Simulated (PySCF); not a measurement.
## Spin states of CsBr

Unrestricted PBE0; basis Cs x2c-TZVPall, Br x2c-TZVPall; spin-free X2C with a Gaussian nucleus; PySCF 2.14. Outer shells of the fragments: Cs 6s1; Br 3d10 4s2 4p5.

Followed along the bond (rough minima from three points):

| 2Ms+1 | unpaired | ⟨S²⟩ at the start | R at minimum (Å) | Te (eV) |
| --- | --- | --- | --- | --- |
| 1 | none | 0.00 | 3.07 | 0.00 |
| 3 | σ ↑, π ↑ | 2.00 | none in the scan | ≤ 4.13 |

Solutions found at the starting distance of 3.320 Å, counted from the lowest of them; the search is not exhaustive and high or unbound solutions are not listed, so other states can lie among these:

```tsv
2Ms+1	unpaired	term	E (eV)	⟨S²⟩	⟨Lz²⟩	μ (D)
1	none	¹Σ⁺	0.00	0.00	0.00	-11.97
3	σ ↑, π ↑	³Π	4.13	2.00	1.01	1.35
1	σ ↑, π ↓	mixed	4.15	1.00	1.01	1.64
3	σ ↑↑	³Σ⁺	4.24	2.00	0.00	1.68
3	π ↑↑	mixed	5.21	2.00	2.01	0.99
3	π ↑↑	mixed	5.26	2.00	2.01	2.72
3	σ ↑, π ↑	³Π	5.39	2.00	1.00	3.77
3	π ↑, δ ↑	mixed	5.52	2.00	5.01	0.77
```

A term symbol is given only where ⟨S²⟩ and ⟨Lz²⟩ are close to those of a pure state; real π, δ and φ orbitals otherwise mix terms. A positive dipole means Cs(−)Br(+).

The measured ground state is X ¹Σ+ (Huber and Herzberg, Constants of Diatomic Molecules (1979)).

Spin–orbit coupling is left out. Counting both spins, an empty level lies below a filled one in some of these solutions, because spin and occupation are held.
